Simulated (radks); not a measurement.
Spherical quantum dot in the effective-mass picture: electrons in a hard-walled sphere of radius 7.56, with a point charge +2 (a donor) at the centre, all in effective atomic units (hartree* = m*/eps^2 hartree, bohr* = eps/m* bohr), one dielectric constant everywhere. Method: non-relativistic Kohn-Sham, LDA (Slater exchange, Perdew-Wang correlation), spin-polarised, spherical densities; computed with a radial shooting solver with Libxc functionals. Levels are named by radial order and angular momentum (1s, 1p, 1d, 2s, ...), and open shells are averaged over m.

N = 7, configuration 1s2 1p(up 3, down 0) 2s2. This is the lowest configuration that the search found. Occupied and some empty levels:

level,occupation,eigenvalue (hartree*),<r> (bohr*)
1s up,1,0.51167,1.018
1s down,1,0.51441,0.9997
2s up,1,0.86307,4.847
2s down,1,0.89939,4.862
1p up,3,0.90087,4.927
1p down,0,0.93756,4.933
1d up,0,0.99359,5.202
1d down,0,1.0301,5.219
1f up,0,1.1136,5.398
1f down,0,1.1493,5.416
1g up,0,1.2594,5.556
2p up,0,1.2679,3.812
1g down,0,1.2941,5.572
2p down,0,1.2951,3.776

Energy (hartree*): total -0.451305, kinetic 3.6588, external -8.8254, Hartree 6.4888, exchange-correlation -1.7735.

Electron density:

r (bohr*),n(r) (e/bohr*^3)
0.172,1.798
0.551,0.4426
0.929,0.1235
1.31,0.03814
1.69,0.01340
2.06,0.006026
2.44,0.004081
2.82,0.003923
3.20,0.004363
3.58,0.004954
3.96,0.005476
4.33,0.005781
4.71,0.005764
5.09,0.005362
5.47,0.004579
5.85,0.003512
6.23,0.002329
6.61,0.001247
6.99,0.0004505
7.36,0.00005070
